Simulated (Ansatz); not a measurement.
`CNB[SiH3]` and `CNBN` differ in one atom or group.

Ansatz, PBE0-D4/def2-TZVP geometries, multiplicity 1. Each molecule was computed in one conformer, which needn't be the lowest.

```
                                        property  `CNB[SiH3]`
  zero-point energy (PBE0-D4/def2-TZVP) / kJ/mol        244.2
         HOMO–LUMO gap (ωB97M-V/def2-TZVPP) / eV        11.39
              LUMO energy (PBE0/def2-TZVPP) / eV        -0.48
size of the dipole moment (B3LYP/def2-TZVPP) / D         2.71
           LUMO energy (ωB97M-V/def2-TZVPP) / eV         1.40
  size of the dipole moment (PBE/def2-TZVPP) / D         2.82
```

(1) Give the same properties after the change, and the shifts. (Best estimate.)

## Answers

(1) Computed: 
| property | `CNBN` | shift |
| --- | --- | --- |
| zero-point energy (PBE0-D4/def2-TZVP) / kJ/mol | 249.7 | 5.5 |
| HOMO–LUMO gap (ωB97M-V/def2-TZVPP) / eV | 11.16 | -0.23 |
| LUMO energy (PBE0/def2-TZVPP) / eV | 1.13 | 1.61 |
| size of the dipole moment (B3LYP/def2-TZVPP) / D | 1.39 | -1.32 |
| LUMO energy (ωB97M-V/def2-TZVPP) / eV | 2.39 | 0.99 |
| size of the dipole moment (PBE/def2-TZVPP) / D | 1.46 | -1.36 |

With PBE0 the HOMO rises by 1.37 eV and the LUMO rises by 1.61 eV, so the gap widens by about 0.24 eV. PBE moves the HOMO by 1.48 eV and ωB97M-V by 1.21 eV. The zero-point energy changes by 5.5 kJ/mol with -3 modes. Dipoles are sizes alone; their direction can turn.

B3LYP here is the variant with VWN-RPA as its local correlation; programs differ in this.
